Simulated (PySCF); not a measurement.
A structure optimised at PBE-D3(BJ)/def2-SVP, used in a PySCF frequency run:

```xyz
9

Sn     0.2313    -0.4366     0.7198
Br     0.7047     1.0634    -1.2546
O     -1.5508    -1.3003     0.4087
C     -2.6986    -0.4949     0.2199
H      1.3342    -1.7534     0.7268
H      0.1551     0.5859     2.1127
H     -2.9196     0.1717     1.0894
H     -3.5721    -1.1698     0.0897
H     -2.6321     0.1477    -0.6896
```

Task: Write its SMILES and formula.

Result: C[O][SnH2][Br], CH5BrOSn

Task: What are its rotational constants (standard atomic weights)?

Result: 3.3854, 1.2406, 0.94508 GHz
